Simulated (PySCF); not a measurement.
Working out the ionisation energy of P⁺

P⁺ [Ne] 3s2 3p2 (3P) → P²⁺ [Ne] 3s2 3p1 (2P). Computed with PySCF 2.14 in def2-QZVPPD (10s6p5d2f1g, 76 functions), with the non-relativistic Hamiltonian (point nucleus). Frozen: 1s2. Energies in hartree (1 hartree = 27.21139 eV):

```
            part   P⁺ (lower)  P²⁺ (upper)
             UHF  -340.355018  -339.650581
CCSD correlation    -0.271330    -0.252295
             (T)    -0.004657    -0.003259
```

Question: What does Hartree-Fock give?

Answer: (-339.650581) − (-340.355018) = 0.704437 hartree = 19.169 eV.

Question: What do CCSD and CCSD(T) give?

Answer: The CCSD correlation energies differ by 0.019035 hartree = 0.518 eV and the triples by 0.001398 hartree = 0.038 eV, so CCSD gives 19.687 eV and CCSD(T) 19.725 eV.

A first-order spin-orbit estimate adds -0.007 eV to CCSD(T) (valence and next inner shell), giving 19.718 eV against 19.769 eV (semi-empirical (NIST evaluation); NIST Atomic Spectra Database, ionization energies).

What remains against the reference includes basis incompleteness, the frozen core and higher excitations.
